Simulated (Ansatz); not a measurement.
Basis sets compared for ErCl3. Charge 0, multiplicity 4. Geometry r2SCAN-D4/def2-SVP. Ansatz on 4 threads of Arm Neoverse V1 on a shared host; times are rough, and most runs start from earlier orbitals.

Cartesian coordinates in Å:
```
Er 0.004 0.004 0.007
Cl 1.828 0.971 -1.237
Cl -2.157 1.071 -0.002
Cl 0.325 -2.045 1.233
```

In the def2 sets Er takes a core potential; there is no spin–orbit coupling. With an open 4f shell the SCF may have ended on a state above the lowest.

```csv
level,functions,energy (Eh),HOMO (eV),LUMO (eV),wall time
PBE-D4/def2-SVP,134,-2395.4433,-7.57,-6.52,15 s
PBE0-D4/def2-SVP,134,-2395.3149,-8.95,-3.36,43 s
```

Task: Estimate the rows for PBE-D4/def2-TZVP (with forces), PBE0-D4/def2-TZVP.

Result: 
```json
{"level": "PBE-D4/def2-TZVP (with forces)", "functions": "206", "energy (Eh)": "-2395.9549", "HOMO (eV)": "-7.79", "LUMO (eV)": "-6.72", "wall time": "33 s"}
{"level": "PBE0-D4/def2-TZVP", "functions": "206", "energy (Eh)": "-2395.8174", "HOMO (eV)": "-9.13", "LUMO (eV)": "-3.42", "wall time": "94 s"}
```
